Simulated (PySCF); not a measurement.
# From computed data to an observable: entropy of an ideal gas

Ga(Cl)2(SH) (Cl2GaHS), SMILES [SH][Ga]([Cl])[Cl].

Coordinates come from a PBE-D3(BJ)/def2-SVP optimisation. One conformer was computed; it need not be the lowest.

PBE-D3(BJ)/def2-SVP (PySCF) gives the harmonic wavenumbers 103, 120, 127, 263, 349, 440, 447, 691, 2614 cm⁻¹ and the rotational temperatures 0.1000, 0.0983, 0.0496 K. The molar mass is 173.69 g/mol, the symmetry number 1, the spin multiplicity 1.

Q: Work out the entropy at 298.15 K and 1 atm in the rigid-rotor, harmonic-oscillator model.

A: 
Translation (Sackur–Tetrode at 1 atm): S = R[1.5 ln M + 2.5 ln T − 1.16487] = 173.1 J/(mol K).
Rotation: q = (√π/σ) T^1.5/√(θA θB θC) = 413000, S = R[ln q + 3/2] = 120.0 J/(mol K).
Vibration: with u = 1.4388 ν/T, each mode gives R[u/(e^u − 1) − ln(1 − e^−u)]:
| ν (cm⁻¹) | modes | u | S (J/(mol K)) |
|---|---|---|---|
| 103 | 1 | 0.50 | 14.21 |
| 120 | 1 | 0.58 | 12.97 |
| 127 | 1 | 0.61 | 12.51 |
| 263 | 1 | 1.27 | 6.87 |
| 349 | 1 | 1.68 | 4.90 |
| 440 | 1 | 2.12 | 3.46 |
| 447 | 1 | 2.16 | 3.37 |
| 691 | 1 | 3.33 | 1.33 |
The stiffer modes add less than 0.005 each. Sum 59.6 J/(mol K).
Spin: R ln 1 = 0.0 J/(mol K).
Total 352.7 J/(mol K); the program's own thermochemistry gives 352.7. Translation makes up 49 % and vibration 17 %. Anharmonicity, hindered rotation and orbital degeneracy are left out.
